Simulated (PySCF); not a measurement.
A calculated (TPSSh, PySCF 2.14, x2c-QZVPPall, scalar relativity by spin-free X2C-1e) atom or ion has these occupied shells.

```csv
shell,electrons,orbital energy (eV),"rms radius, mean of both spins (bohr)"
1s α,1,-30334.0,0.0325
1s β,1,-30334.0,0.0325
2s β,1,-4643.3,0.133
2s α,1,-4643.3,0.133
2p α,3,-4170.8,0.118
2p β,3,-4170.8,0.118
3s β,1,-932.65,0.353
3s α,1,-932.64,0.353
3p α,3,-777.48,0.354
3p β,3,-777.46,0.354
3d α,5,-539.84,0.333
3d β,5,-539.82,0.333
4s α,1,-172.39,0.842
4s β,1,-172.37,0.842
4p α,3,-124.63,0.910
4p β,3,-124.59,0.910
4d α,5,-54.542,1.11
4d β,5,-54.519,1.11
5s β,1,-30.056,2.20
5p α,2,-21.553,2.63
```

Q: Name the element and its charge.

A: Sb²⁺ (antimony, charge +2), in [Kr] 4d10 5s1 5p2, 5s spin antiparallel (an excited configuration).
